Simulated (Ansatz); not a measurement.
Reactions of `C[NH][GeH2][NH]C`.

Program: Ansatz. Geometries: PBE0-D4/def2-TZVP. ΔE: electronic, gas phase. CCSD(T)/CBS adds triple-zeta CCSD(T) − MP2 to the extrapolated MP2 energy (def2 sets, frozen cores). This one scheme is used for every species. Functionals use def2-TZVPP. B3LYP here is the variant with VWN-RPA as its local correlation; programs differ in this. For Ga, Ge outer-core shells are correlated without core-valence functions, which leaves a few kJ/mol of doubt a bond. Scalar relativity is left out up to krypton. Each species was taken in one conformer, which may not be the lowest.

| reaction | CCSD(T)/CBS(def2) (eV) |
| --- | --- |
| `C[NH][GeH2][NH]C` + `N[SiH](O)F` → `C[NH][GeH2][OH]` + `CN[SiH](N)F` | 0.18 |
| `C[NH][GeH2][NH]C` + `CNCF` → `C[NH][GeH2][F]` + `CNCNC` | -0.62 |
| `C[NH][GeH2][NH]C` + `F[SiH2][GaH2]` → `C[NH][GeH2][F]` + `CN[SiH2][GaH2]` | 0.16 |
| `C[NH][GeH2][NH]C` + `[CH3][GaH][CH3]` → `C[NH][GeH2][CH3]` + `C[NH][GaH][CH3]` | -0.43 |
| `C[NH][GeH2][NH]C` + `C=C(O)[SiH3]` → `C[NH][GeH2][OH]` + `C=C([SiH3])NC` | ? |
| `C[NH][GeH2][NH]C` + CH₃NH₂ → `C[NH][GeH2][CH3]` + `CNN` | 1.07 |
| `C[NH][GeH2][NH]C` + `FB[SiH2]Cl` → `C[NH][GeH3]` + `CNB(F)[SiH2]Cl` | -1.49 |
| `C[NH][GeH2][NH]C` + `[Cl][GeH2][Cl]` → 2 `C[NH][GeH2][Cl]` | ? |

(1) Fill in the missing values. (An estimate is asked.)

Largest T1 diagnostic: 0.013, for `C[NH][GaH][CH3]`.

## Answers

(1) Computed: `C[NH][GeH2][NH]C` + `C=C(O)[SiH3]` → `C[NH][GeH2][OH]` + `C=C([SiH3])NC`: -0.60 eV; `C[NH][GeH2][NH]C` + `[Cl][GeH2][Cl]` → 2 `C[NH][GeH2][Cl]`: -0.27 eV.
